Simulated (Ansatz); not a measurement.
SnH(OMe)3 (C₃H₁₀O₃Sn). Charge 0, multiplicity 1. Geometry PBE-D4/def2-SVP; atoms count from 1.

```xyz
17

Sn    1.5481   -0.3345    0.0103
H     3.2237   -0.6903    0.0162
O     1.0071    0.6761    1.6614
C    -0.0203    1.6491    1.5639
H     0.0580    2.3263    2.4424
H    -1.0410    1.1958    1.5827
H     0.0529    2.2777    0.6463
O     0.4484   -2.0151   -0.0616
C    -0.8090   -2.0400    0.5938
H    -1.0993   -3.1024    0.7483
H    -1.6156   -1.5587   -0.0105
H    -0.7954   -1.5460    1.5931
O     1.0478    0.7931   -1.5769
C    -0.2313    0.6190   -2.1640
H    -0.2093    1.0662   -3.1818
H    -1.0399    1.1347   -1.5913
H    -0.5248   -0.4510   -2.2725
```

In the def2 sets Sn takes a core potential; there is no spin–orbit coupling.

Estimate the Mulliken populations from the PBE0/def2-TZVP orbitals of Ansatz.


```
atom  charge (e)
 Sn1        1.14
  H2        0.00
  O3       -0.53
  C4       -0.22
  H5        0.13
  H6        0.11
  H7        0.13
  O8       -0.53
  C9       -0.22
 H10        0.13
 H11        0.11
 H12        0.13
 O13       -0.53
 C14       -0.22
 H15        0.13
 H16        0.11
 H17        0.13
```
Mulliken values depend strongly on the basis.

And the Mayer bond orders between heavy atoms (over 0.3)?

Sn1–O3 0.85 (2.01 Å); Sn1–O8 0.85 (2.01 Å); Sn1–O13 0.85 (2.01 Å); O3–C4 1.00 (1.42 Å); O8–C9 1.00 (1.42 Å); O13–C14 1.00 (1.42 Å).
